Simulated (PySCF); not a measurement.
C2H3O, doublet, geometry from GFN2-xTB. Base run: SVWN5/def2-SV(P) (PySCF).

Geometry (Å):
```xyz
6

C      0.0109     0.7623    -0.3545
O      0.0360     0.0630     0.8037
C      0.0468    -0.6829    -0.4131
H     -0.7675     1.4639    -0.5904
H     -0.8498    -1.2672    -0.5944
H      0.9830    -1.1774    -0.6393
```
Charge 0, spin multiplicity 2.
Orbitals are unrestricted.
All else is at PySCF's defaults.
Base energy -151.72763 Eh.

Variants of this job, named by their change:

| change | ΔE vs base (µEh) | grid points | electrons on the grid |
|---|---|---|---|
| base | 0.0 | 71744 | 23.00000 |
| grids.level = 5 | -3.2 | 199560 | 23.00000 |
| grids.prune = dft.gen_grid.treutler_prune | -1.7 | 61952 | 23.00000 |
| grids.prune = off | 0.0 | 113256 | 23.00000 |
| grids.atom_grid = (50, 194) | 51.3 | 39472 | 22.99993 |
| grids.level = 7 | -3.2 | 410216 | 23.00000 |
| grids.atom_grid = (30, 110) | 262 | 14760 | 22.99953 |
| grids.level = 1 | 56.1 | 22960 | 22.99993 |
| small_rho_cutoff = 0 | 0.0 | 71744 | 23.00000 |
| grids.radi_method = delley | 0.0 | 76712 | 23.00000 |
| grids.level = 4 | -2.9 | 132600 | 23.00000 |

Open shells are given as the SCF converged; they aren't shown to be the lowest states, and a large step between rows can be another state.
